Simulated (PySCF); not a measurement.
# Re (rhenium, neutral): UHF calculation

Configuration: [Xe] 4f14 5d7, high-spin 4F determinant (an excited configuration). All numbers are calculated (PySCF 2.14, scalar relativity through the core potential, in aug-cc-pwCVTZ-PP with ECP60MDF (8s8p7d4f3g, 122 functions)).

```
Total energy             : -77.620819 hartree
One-electron energy      : -134.8117 hartree
Hartree (Coulomb) energy : 65.1538 hartree
Exchange energy          : -7.9629 hartree
⟨S²⟩                     : 3.7696
⟨L²⟩                     : 12.057
Sum of ⟨r⟩               : 24.37 bohr
Sum of ⟨r²⟩              : 51.19 bohr²
Time after the integrals : roughly 5 core-seconds
```

```json
{"shell": "5s α", "electrons": "1", "mean orbital energy (hartree)": "-3.56096", "spread (hartree)": "0", "rms radius, mean of both spins (bohr)": "1.13"}
{"shell": "5s β", "electrons": "1", "mean orbital energy (hartree)": "-3.44554", "spread (hartree)": "0", "rms radius, mean of both spins (bohr)": "1.13"}
{"shell": "5p α", "electrons": "3", "mean orbital energy (hartree)": "-2.03695", "spread (hartree)": "0", "rms radius, mean of both spins (bohr)": "1.32"}
{"shell": "5p β", "electrons": "3", "mean orbital energy (hartree)": "-1.86137", "spread (hartree)": "0", "rms radius, mean of both spins (bohr)": "1.32"}
{"shell": "5d α", "electrons": "5", "mean orbital energy (hartree)": "-0.27098", "spread (hartree)": "0.03202", "rms radius, mean of both spins (bohr)": "2.33"}
{"shell": "5d β", "electrons": "2", "mean orbital energy (hartree)": "-0.18676", "spread (hartree)": "0", "rms radius, mean of both spins (bohr)": "2.33"}
```

Energies and moments cover only the electrons outside the core potential. Spin-orbit coupling, absent here, splits the open shell strongly.
